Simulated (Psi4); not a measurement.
C₂H₃O₂, doublet, geometry from GFN2-xTB; B3LYP5/cc-pVDZ in Psi4.

The Psi4 input:
```
memory 2 GB

molecule {
0 2
  C    -0.93387820   -0.06541199    0.01318371
  O    -0.95258739   -1.26170140    0.00490787
  O    -0.02803634    0.83430160    0.00637219
  C     1.38446796    0.45047108   -0.01701847
  H     1.94352282    1.38117052   -0.01853930
  H     1.61200272   -0.14253780    0.86761719
  H     1.58592576   -0.12978890   -0.91630983
}

set basis cc-pvdz
set reference uks
set scf_type pk
set puream true
set d_convergence 1e-8
set dft_radial_points 99
set dft_spherical_points 590

energy('b3lyp5')
print_variables()
```

Problem. Write the output that Psi4 gives for this input, abridged.

Solution. 
```
   => Loading Basis Set <=

    Name: CC-PVDZ
    Role: ORBITAL
    Keyword: BASIS

         ---------------------------------------------------------
                                   SCF
               by Justin Turney, Rob Parrish, Andy Simmonett
                          and Daniel G. A. Smith
                              UKS Reference
         ---------------------------------------------------------

  ==> Geometry <==

    Molecular point group: c1
    Full point group: C1

    Geometry (in Angstrom), charge = 0, multiplicity = 2:

       Center              X                  Y                   Z               Mass
    ------------   -----------------  -----------------  -----------------  -----------------
         C           -0.847520853119    -0.046806123354     0.012054330019    12.000000000000
         O           -0.866230043119    -1.243095533354     0.003778490019    15.994914619570
         O            0.058321006881     0.852907466646     0.005242810019    15.994914619570
         C            1.470825306881     0.469076946646    -0.018147849981    12.000000000000
         H            2.029880166881     1.399776386646    -0.019668679981     1.007825032230
         H            1.698360066881    -0.123931933354     0.866487810019     1.007825032230
         H            1.672283106881    -0.111183033354    -0.917439209981     1.007825032230

  Running in c1 symmetry.

  Rotational constants: A =      0.83751  B =      0.20909  C =      0.17282 [cm^-1]
  Rotational constants: A =  25107.88286  B =   6268.43689  C =   5181.09130 [MHz]
  Nuclear repulsion =  113.121569294126928

  Charge       = 0
  Multiplicity = 2
  Electrons    = 31
  Nalpha       = 16
  Nbeta        = 15

  ==> Algorithm <==

  SCF Algorithm Type is PK.
  DIIS enabled.
  MOM disabled.
  Fractional occupation disabled.
  Guess Type is SAD.
  Energy threshold   = 1.00e-06
  Density threshold  = 1.00e-08
  Integral threshold = 1.00e-12

  ==> Primary Basis <==

  Basis Set: CC-PVDZ
    Blend: CC-PVDZ
    Number of shells: 33
    Number of basis functions: 71
    Number of Cartesian functions: 75
    Spherical Harmonics?: true
    Max angular momentum: 2

  ==> DFT Potential <==

   => LibXC <=

    Version 7.1.2
    S. Lehtola, C. Steigemann, M. J. T. Oliveira, and M. A. L. Marques,  SoftwareX 7, 1–5 (2018) (10.1016/j.softx.2017.11.002)

   => Composite Functional: B3LYP5 <=

    B3LYP5 Hyb-GGA Exchange-Correlation Functional

    P. J. Stephens, F. J. Devlin, C. F. Chabalowski, and M. J. Frisch,  J. Phys. Chem. 98, 11623 (1994) (10.1021/j100096a001)

    Deriv               =              1
    GGA                 =           TRUE
    Meta                =          FALSE

    Exchange Hybrid     =           TRUE
    MP2 Hybrid          =          FALSE

   => Exchange Functionals <=

    0.0800   Slater exchange
    0.7200         Becke 88

   => Exact (HF) Exchange <=

    0.2000               HF

   => Correlation Functionals <=

    0.1900   Vosko, Wilk & Nusair (VWN5)
    0.8100   Lee, Yang & Parr

   => LibXC Density Thresholds  <==

    XC_HYB_GGA_XC_B3LYP5:  1.00E-15

   => Molecular Quadrature <=

    Radial Scheme          =       TREUTLER
    Pruning Scheme         =           NONE
    Nuclear Scheme         =       TREUTLER

    Blocking Scheme        =         OCTREE
    BS radius alpha        =              1
    Pruning alpha          =              1
    Radial Points          =             99
    Spherical Points       =            590
    Total Points           =         387617
    Total Blocks           =           2804
    Max Points             =            256
    Max Functions          =             71
    Weights Tolerance      =       1.00E-15

  ==> Integral Setup <==

  Using in-core PK algorithm.
   Calculation information:
      Number of atoms:                   7
      Number of AO shells:              33
      Number of primitives:            103
      Number of atomic orbitals:        75
      Number of basis functions:        71

      Integral cutoff                 1.00e-12
      Number of threads:                 1

  Performing in-core PK
  Using 6535692 doubles for integral storage.
  We computed 156367 shell quartets total.
  Whereas there are 157641 unique shell quartets.

  ==> DiskJK: Disk-Based J/K Matrices <==

    J tasked:                  Yes
    K tasked:                  Yes
    wK tasked:                  No
    Schwarz Cutoff:          1E-12

  Minimum eigenvalue in the overlap matrix is 1.2681700651E-02.
  Reciprocal condition number of the overlap matrix is 2.6157671199E-03.
    Using symmetric orthogonalization.

  ==> Pre-Iterations <==

  SCF Guess: Superposition of Atomic Densities via on-the-fly atomic UHF (no occupation information).

   -------------------------
    Irrep   Nso     Nmo
   -------------------------
     A         71      71
   -------------------------
    Total      71      71
   -------------------------

  ==> Iterations <==

                        Total Energy        Delta E     RMS |[F,P]|

   @UKS iter SAD:  -227.76616174443396   -2.27766e+02   0.00000e+00
   @UKS iter   1:  -228.11366193883714   -3.47500e-01   9.11882e-03 DIIS/ADIIS
   @UKS iter   2:  -227.87243717956696    2.41225e-01   1.43919e-02 DIIS/ADIIS
   @UKS iter   3:  -228.26261635703693   -3.90179e-01   3.74805e-03 DIIS/ADIIS
   @UKS iter   4:  -228.29120465905831   -2.85883e-02   1.14540e-03 DIIS/ADIIS
   @UKS iter   5:  -228.29359527637010   -2.39062e-03   3.32105e-04 DIIS/ADIIS
   @UKS iter   6:  -228.29380351617999   -2.08240e-04   9.61251e-05 DIIS
   @UKS iter   7:  -228.29382208335443   -1.85672e-05   2.02837e-05 DIIS
   @UKS iter   8:  -228.29382319751102   -1.11416e-06   4.50413e-06 DIIS
   @UKS iter   9:  -228.29382327185004   -7.43390e-08   1.21871e-06 DIIS
   @UKS iter  10:  -228.29382327793664   -6.08659e-09   2.64184e-07 DIIS
   @UKS iter  11:  -228.29382327848938   -5.52745e-10   8.78362e-08 DIIS
   @UKS iter  12:  -228.29382327854353   -5.41434e-11   3.30453e-08 DIIS
   @UKS iter  13:  -228.29382327855106   -7.53175e-12   1.05977e-08 DIIS
   @UKS iter  14:  -228.29382327855163   -5.68434e-13   3.96203e-09 DIIS
  Energy and wave function converged.

  ==> Post-Iterations <==

   Electrons on quadrature grid:
      Nalpha   =   16.0000004929 ; deviation = 4.929e-07
      Nbeta    =   15.0000004506 ; deviation = 4.506e-07
      Ntotal   =   31.0000009435 ; deviation = 9.435e-07

   @Spin Contamination Metric:   2.859737108E-03
   @S^2 Expected:                7.500000000E-01
   @S^2 Observed:                7.528597371E-01
   @S   Expected:                5.000000000E-01
   @S   Observed:                5.000000000E-01

    Orbital Energies [Eh]
    ---------------------

    Alpha Occupied:

[...]
      16A     -0.208802

    Alpha Virtual:

[...]
      71A      3.493451

    Beta Occupied:

[...]
    Beta Virtual:

[...]
    Final Occupation by Irrep:
              A
    DOCC [    15 ]
    SOCC [     1 ]
    NA   [    16 ]
    NB   [    15 ]

  @UKS Final Energy:  -228.29382327855163

   => Energetics <=

    Nuclear Repulsion Energy =            113.1215692941269282
    One-Electron Energy =                -534.9366108145518410
    Two-Electron Energy =                 216.9578479766215651
    DFT Exchange-Correlation Energy =     -23.4366297347482586
    Empirical Dispersion Energy =           0.0000000000000000
    VV10 Nonlocal Energy =                  0.0000000000000000
    Total Energy =                       -228.2938232785516277

  UHF NO Occupations:
  HONO-2 :   14  A 1.9996375
  HONO-1 :   15  A 1.9992007
  HONO-0 :   16  A 1.0000000
  LUNO+0 :   17  A 0.0007993
  LUNO+1 :   18  A 0.0003625
  LUNO+2 :   19  A 0.0001797
  LUNO+3 :   20  A 0.0000380

Computation Completed

Properties will be evaluated at   0.000000,   0.000000,   0.000000 [a0]

Properties computed using the SCF density matrix

 Multipole Moments:

 ------------------------------------------------------------------------------------
     Multipole            Electronic (a.u.)      Nuclear  (a.u.)        Total (a.u.)
 ------------------------------------------------------------------------------------

 L = 1.  Multiply by 2.5417464519 to convert [e a0] to [Debye]
 Dipole X            :         -3.9594606            5.0589438            1.0994832
 Dipole Y            :         -0.6360999            1.0899597            0.4538598
 Dipole Z            :          0.0533324           -0.0661608           -0.0128284
 Magnitude           :                                                    1.1895447

 ------------------------------------------------------------------------------------

  Variable Map:
  ----------------------------------------------------------------------------
[...]
  Array Variable Map:
  ----------------------------------------------------------------------------
[...]
[...]
```
